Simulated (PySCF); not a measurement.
Tc⁺: excitation energy

Tc⁺ [Kr] 4d5 5s1 (7S) → Tc⁺ [Kr] 4d4 5s1 5p1 (high-spin determinant), as a difference of total energies. Calculation: PySCF 2.14, in aug-cc-pVTZ-PP with ECP28MDF (6s6p5d3f2g, 88 functions); a scalar-relativistic core potential. Correlated levels: valence: 4s2 4p6 frozen. The calculations carry no spin-orbit coupling.

```tsv
method	excitation energy (cm⁻¹)
UHF	65426
MP2 (valence)	69667
SCS-MP2 (valence)	66840
CCSD (valence)	69444
CCSD(T) (valence)	69526
```

The determinant of the upper state mixes LS terms, which raises its energy above the lowest term, most at the Hartree-Fock and MP2 levels.
